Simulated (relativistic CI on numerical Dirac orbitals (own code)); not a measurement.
# What each ingredient does to the levels of Tb⁶³⁺

Base calculation: Dirac-Coulomb-Breit CI, orbitals from a KLI potential per configuration, a model potential for QED, unscaled Slater integrals.

CI space: 1s2, 1s 2s, 1s 2p, 1s 3s, 1s 3p, 1s 3d, 1s 4s, 1s 4p, 1s 4d, 1s 4f, 1s 5s, 1s 5p, 1s 5d, 1s 5f, 1s 5g, 1s 6s, 1s 6p, 1s 6d, 2s2. Levels of other configurations are missing.

The lowest level and the first level of each name with at least 55 % of one term (blank where a level has no safe partner in the second run):

```tsv
Level	Base (eV)	Shift (eV)
1s2 1S_0	0.0	0.0
1s 2s 3S_1	44597.7	-2258.5
1s 2p 3P°_1	44695.5	-2290.5
1s 2s 1S_0	44715.7	-2300.7
1s 2p 3P°_0	44715.9	-2310.9
1s 2p 3P°_2	45575.4	-3170.4
1s 2p 1P°_1	45618.8	-3155.1
1s 3s 3S_1	53131.0	-2974.5
1s 3p 3P°_1	53157.4	-2982.5
1s 3s 1S_0	53162.5	-2986.0
1s 3p 3P°_0	53162.8	-2987.9
1s 3p 3P°_2	53419.2	-3244.4
1s 3d 3D_2	53428.5	-3242.6
1s 3d 3D_1	53431.3	-3245.4
1s 3p 1P°_1	53431.9	-3241.3
1s 3d 3D_3	53506.8	-3320.9
1s 3d 1D_2	53509.0	-3322.2
1s 4s 3S_1	56068.7	-3185.6
1s 4p 3P°_1	56079.4	-3188.7
1s 4s 1S_0	56081.5	-3190.2
1s 4p 3P°_0	56081.5	-3190.8
1s 4p 3P°_2	56189.2	-3298.5
```

At this charge energies of transitions that change n are usually good to better than 1 %, and those within a shell (Δn = 0) to a few per cent.

Problem. One thing was changed in a second run, which moved the levels as shown. Which?
A. QED terms removed
B. Breit term removed
C. non-relativistic limit
D. configuration mixing switched off

Solution. C. Non-relativistic limit. Without relativity the fine structure collapses and s electrons lose their extra binding.

LS names give the leading component of a level, which can be under half, so a name can repeat, a term be missing and a line seem to break the LS rules.
